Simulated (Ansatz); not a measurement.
Relaxation of K₂Se⁻ with UKS r2SCAN-D4/def2-TZVPD.

```sh
$ ansatz run in.yaml --threads 4 --pin off --events-out ev --progress --plain --max-ram 3916MiB
```

```yaml
crystal:
  periodic: [false, false, false]
  atoms:
    - {symbol: K, position_ang: [1.462500, 1.312900, 0.183260]}
    - {symbol: K, position_ang: [-1.913720, -0.087000, 0.474260]}
    - {symbol: Se, position_ang: [0.451220, -1.225900, -0.657530]}
basis:
  gaussian: {orbitals: def2-TZVPD}
total_charge: -1
magnetization: {spin_polarized: true, initial_magnetization: 1}
hamiltonian: {xc: r2scan, dispersion: d4}
scf: {lower_state_search: "off"}
output: {orbitals: {seedname: orbitals}}
relax: {f_tol: 0.02, max_steps: 100}
```

Run time 25 s (4 threads of Arm Neoverse V1 on a shared host).

Positions (Å) and forces (eV/Å) at steps 1, 2, 3, 4, 5 of 5:

```xyz
3
step=1 energy=-97999.0993 eV
K     1.462    1.313    0.183    0.427    0.478    0.095
K    -1.914   -0.087    0.474   -0.622    0.045    0.186
Se    0.451   -1.226   -0.658    0.195   -0.523   -0.281
3
step=2 energy=-97999.2168 eV
K     1.645    1.370    0.159    0.139    0.099    0.006
K    -2.084   -0.176    0.481   -0.166   -0.027    0.033
Se    0.439   -1.193   -0.640    0.027   -0.072   -0.039
3
step=3 energy=-97999.2421 eV
K     1.831    1.402    0.124   -0.012   -0.052   -0.019
K    -2.241   -0.286    0.475    0.042   -0.029   -0.024
Se    0.411   -1.116   -0.599   -0.030    0.081    0.043
3
step=4 energy=-97999.2449 eV
K     1.902    1.402    0.105   -0.022   -0.038   -0.011
K    -2.294   -0.338    0.466    0.040   -0.013   -0.016
Se    0.392   -1.064   -0.571   -0.019    0.051    0.027
3
step=5 energy=-97999.2456 eV
K     1.911    1.394    0.099    0.008    0.010    0.002
K    -2.296   -0.349    0.462   -0.012    0.002    0.004
Se    0.385   -1.045   -0.561    0.004   -0.011   -0.006
```

The highest occupied level of the charge -1 doublet lies above zero (up to 0.56 eV). By energy differences its removal costs 0.50 eV (vertical, to the charge 0 singlet, at r2SCAN-D4/def2-TZVPD); a positive level beside a positive removal energy at the same level points to self-interaction error. The relaxation made no stability test and no search for a lower SCF solution. The structure comes from a short search, and lower isomers may exist.
